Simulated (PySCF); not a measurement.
# Atomic charges by several schemes

Compound: C4H8BFO2.
Numbering: `[OH:1][B:2]([OH:3])[C@@H:4]1[CH2:5][CH2:6][C@H:7]1[F:8]` (hydrogens: H9 on O1; H10 on O3; H11 on C4; H12, H13 on C5; H14, H15 on C6; H16 on C7)

Geometry (PBE0-D3(BJ)/def2-SVP, Å), atoms numbered from 1 in this order:
```
atom  x, y, z in Å
O1    -2.252    1.295   -0.674
B2    -1.588    0.109   -0.537
O3    -2.316   -1.026   -0.385
C4    -0.015    0.048   -0.492
C5     0.778   -1.209   -0.068
C6     1.779   -0.293    0.665
C7     0.691    0.775    0.667
F8     1.062    2.076    0.439
H9    -1.655    2.048   -0.737
H10   -3.263   -0.843   -0.402
H11    0.419    0.457   -1.422
H12    1.169   -1.853   -0.868
H13    0.196   -1.836    0.624
H14    2.592    0.022   -0.007
H15    2.206   -0.614    1.626
H16    0.096    0.759    1.597
```

Density: PBE0/pcSseg-1 (PySCF); schemes: Mulliken, IAO, Hirshfeld and ESP-fitted. Geometry: PBE0-D3(BJ)/def2-SVP, one conformer, isolated molecule.

Question: Which atoms carry the lowest charge in the Mulliken, IAO, Hirshfeld and ESP-fitted schemes?

Answer: The schemes don't all agree: Mulliken C4 (-0.493); IAO O1 (-0.560); Hirshfeld O1 (-0.265); ESP-fitted O3 (-0.702).

Question: At which atom do the 4 schemes differ most?

Answer: At O3: from -0.702 (ESP-fitted) to -0.253 e (Hirshfeld), 0.449 e apart.

Question: Give the atomic charges in each scheme.

Answer: In e:

| atom | environment | Mulliken | IAO | Hirshfeld | ESP-fitted |
| --- | --- | --- | --- | --- | --- |
| O1 | boron-bound oxygen | -0.420 | -0.560 | -0.265 | -0.682 |
| B2 | three-coordinate boron | +0.609 | +0.502 | +0.242 | +0.557 |
| O3 | boron-bound oxygen | -0.403 | -0.540 | -0.253 | -0.702 |
| C4 | sp3 carbon bound to boron | -0.493 | -0.306 | -0.116 | -0.097 |
| C5 | four-membered-ring carbon | -0.196 | -0.248 | -0.066 | -0.154 |
| C6 | four-membered-ring carbon | -0.214 | -0.280 | -0.079 | -0.209 |
| C7 | sp3 C–F carbon | +0.189 | +0.193 | +0.062 | +0.241 |
| F8 | alkyl fluorine | -0.331 | -0.326 | -0.127 | -0.292 |
| H9 | hydroxyl hydrogen | +0.251 | +0.372 | +0.178 | +0.417 |
| H10 | hydroxyl hydrogen | +0.253 | +0.364 | +0.178 | +0.473 |
| H11 | methine hydrogen | +0.141 | +0.148 | +0.040 | +0.061 |
| H12 | methylene hydrogen | +0.132 | +0.139 | +0.042 | +0.068 |
| H13 | methylene hydrogen | +0.128 | +0.139 | +0.039 | +0.085 |
| H14 | methylene hydrogen | +0.127 | +0.144 | +0.043 | +0.106 |
| H15 | methylene hydrogen | +0.129 | +0.134 | +0.041 | +0.070 |
| H16 | methine hydrogen | +0.097 | +0.125 | +0.040 | +0.058 |

Mean size of the charges over all atoms: IAO 0.282 e, ESP-fitted 0.267 e, Mulliken 0.257 e, Hirshfeld 0.113 e. Each set sums to the total charge, 0, to within 0.001 e. The Hirshfeld scheme divides the density at each point in proportion to the densities of the neutral, spherically averaged free atoms. The Mulliken scheme gives each basis function's population to the atom it is centred on and halves the overlap population of two atoms between them.

Question: How many electrons does the Hirshfeld scheme count on C6?

Answer: Z − q = 6 − (-0.079) = 6.079.

Question: How closely do the schemes follow one another over all atoms?

Answer: Correlation coefficient and root-mean-square difference: IAO with Hirshfeld 0.99, 0.182 e; Hirshfeld with ESP-fitted 0.98, 0.211 e; Mulliken with IAO 0.96, 0.087 e; IAO with ESP-fitted 0.96, 0.095 e; Mulliken with Hirshfeld 0.94, 0.172 e; Mulliken with ESP-fitted 0.89, 0.161 e.

Question: Sum the charges by element, for elements with more than one atom.

Answer: 
```csv
element,atoms,Mulliken,IAO,Hirshfeld,ESP-fitted
O,2,-0.823,-1.100,-0.518,-1.384
C,4,-0.714,-0.641,-0.199,-0.218
H,8,+1.259,+1.564,+0.603,+1.337
```
